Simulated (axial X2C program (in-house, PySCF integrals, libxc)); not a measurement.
## Spectroscopic constants of TlP

Computed with an in-house relativistic program for diatomic molecules. Spin-free means the one-electron spin-free X2C Hamiltonian. Basis: Tl dyall-cv3z [12s14p10d7f1g], P dyall-v3z [8s7p2d1f] (cores contracted in-house); Gaussian nuclei, density fitting, unrestricted open shells. Masses: Tl 204.974 u, P 30.974 u.

Input:
```json
{"zs": [81, 15], "q": 0, "bas": ["dyall-cv3z", "dyall-v3z"], "levels": ["PBE0", "HF", "r2SCAN", "M06", "B3LYP"], "cc": true, "r0": 2.44, "thr": -2.0, "nmax": 140}
```
```bash
python so2c.py task.json out
```

Keys: zs atomic numbers; q charge; bas basis sets; levels methods; cc coupled cluster on or off; r0 starting distance in Å; thr threshold in hartree for freezing inner shells (an s shell follows its p shell); nmax most natural virtual spinors. HF also brings MP2.

State, spin-free: M_S = 1, Λ = 0 (beyond evenly filled blocks: π+α, π-α); electrons by block: σα: 19, σβ: 19, π+α: 10, π+β: 9, π-α: 10, π-β: 9, δ+α: 4, δ+β: 4, δ-α: 4, δ-β: 4, φ+α: 1, φ+β: 1, φ-α: 1, φ-β: 1. Fragments: Tl + P.

```
Hamiltonian    level  Re (Å)  ωe (cm⁻¹)  ωexe (cm⁻¹)  Be (cm⁻¹)  αe (cm⁻¹)  De (eV)  μ (D)
  spin-free     PBE0   2.712      231.7        0.683    0.08516   0.000375     1.88  -2.94
  spin-free       HF   2.745      225.9        0.944    0.08312   0.000398    0.693  -3.34
  spin-free      MP2   2.708      233.9          n/a    0.08543   0.000372     1.51    n/a
  spin-free     CCSD   2.727      229.3        0.678    0.08424   0.000376     1.52    n/a
  spin-free  CCSD(T)   2.729      228.0        0.647     0.0841   0.000375     1.61    n/a
  spin-free   r2SCAN   2.718      228.9        0.681    0.08479   0.000378     1.87  -2.88
  spin-free      M06   2.736      230.5        0.769     0.0837   0.000375     1.95  -2.82
  spin-free    B3LYP   2.749      221.6        0.689    0.08289   0.000373     1.86  -3.02
```

Correlated methods: 18 electrons correlated (number of frozen shells: Tl 5 s, 4 p, 2 d, 1 f; P 2 s, 1 p), 244 virtual spin orbitals or spinors in MP2, 140 natural virtuals in coupled cluster.

Dipoles are positive if P is the positive end.

One determinant describes the state; a PBE0 search over occupations chose it and may have missed a lower one. De is counted from the lowest determinant-based energies of the atoms at the same level, without counterpoise correction. CCSD and (T) use frozen natural virtuals with an MP2 correction for the truncation; (T) itself is uncorrected, so its De runs slightly low. PBE0 can misorder states that lie within some tenths of an eV, so this need not be the ground state of the molecule. The nearest other spin-free determinant of the search, M_S = 1, Λ = 1, lies 0.47 eV up at the distance of the search. The functionals have no current-density term, which raises determinants with orbital currents, atoms included. Some points did not converge and are left out. The determinant is spin-polarised beyond a pure state at some levels (its spin-free form has ⟨S²⟩ too high), which makes Re and μ there less reliable. The stretched end of a curve changes character and is left out. Spin-free De lacks the spin–orbit lowering of the heavy p-block atom, a tenth of an eV or more for 4p and 5p, up to an eV for 6p and one to two eV for 7p atoms, less what an open-shell molecule gains itself.

No reliable constants came from B3LYP (2c), CCSD (2c), CCSD(T) (2c), HF (2c), M06 (2c), MP2 (2c), PBE0 (2c), r2SCAN (2c): no minimum in range, unconverged points, a curve that is not smooth, a change of character along it, or the two Hamiltonians disagreeing along it.

The whole task took 10 min on 2 threads of Intel(R) Xeon(R) 6975P-C (Granite Rapids), with other jobs on the host.
